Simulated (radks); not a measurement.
Values are calculated unless marked as measured or tabulated.
Species: Co+. Configuration: [Ar] 3d8 (the NIST ground configuration). Level of theory: Dirac Kohn-Sham, PBE, spin-unpolarised, spherical densities, finite nucleus; open shells are shared between the two j in proportion to 2j + 1; Fermi nuclear charge, rms radius 3.7875 fm (a radial shooting solver on a logarithmic mesh with Libxc functionals).

Normalised radial functions P(r) = r R(r) (large component), r in bohr:

r          2p1/2    3p1/2   3d3/2
0.003055  0.0077   0.0028  0.0000
0.003914  0.0117   0.0043  0.0000
0.005016  0.0179   0.0067  0.0000
0.006428  0.0276   0.0102  0.0001
0.008237  0.0426   0.0158  0.0001
0.01056   0.0657   0.0244  0.0002
0.01353   0.1011   0.0375  0.0004
0.01733   0.1545   0.0573  0.0008
0.02221   0.2337   0.0866  0.0017
0.02824   0.3438   0.1271  0.0032
0.03618   0.5024   0.1852  0.0063
0.04637   0.7154   0.2622  0.0121
0.05942   0.9851   0.3575  0.0228
0.07614   1.3001   0.4638  0.0418
0.09758   1.6265   0.5624  0.0744
0.125     1.9038   0.6202  0.1272
0.1602    2.0504   0.5911  0.2080
0.2053    1.9912   0.4287  0.3218
0.2631    1.7014   0.1115  0.4673
0.3372    1.2412  -0.3258  0.6307
0.4321    0.7454  -0.7791  0.7844
0.5537    0.3527  -1.1040  0.8921
0.7096    0.1240  -1.1859  0.9201
0.9093    0.0302  -1.0204  0.8619
1.165     0.0047  -0.7138  0.7394
1.493     0.0004  -0.4036  0.5856
1.913     0.0000  -0.1799  0.4283
2.452     0.0000  -0.0604  0.2857
3.142     0.0000  -0.0143  0.1692
4.026     0.0000  -0.0022  0.0854

2p1/2: eigenvalue -782.17 eV, 0 radial nodes, <r> = 0.223 bohr, 90 % of the charge inside 0.365 bohr. 3p1/2: eigenvalue -70.225 eV, 1 radial node at r = 0.282 bohr, <r> = 0.817 bohr, 90 % of the charge inside 1.26 bohr. 3d3/2: eigenvalue -12.348 eV, 0 radial nodes, <r> = 1.13 bohr, 90 % of the charge inside 2.04 bohr.
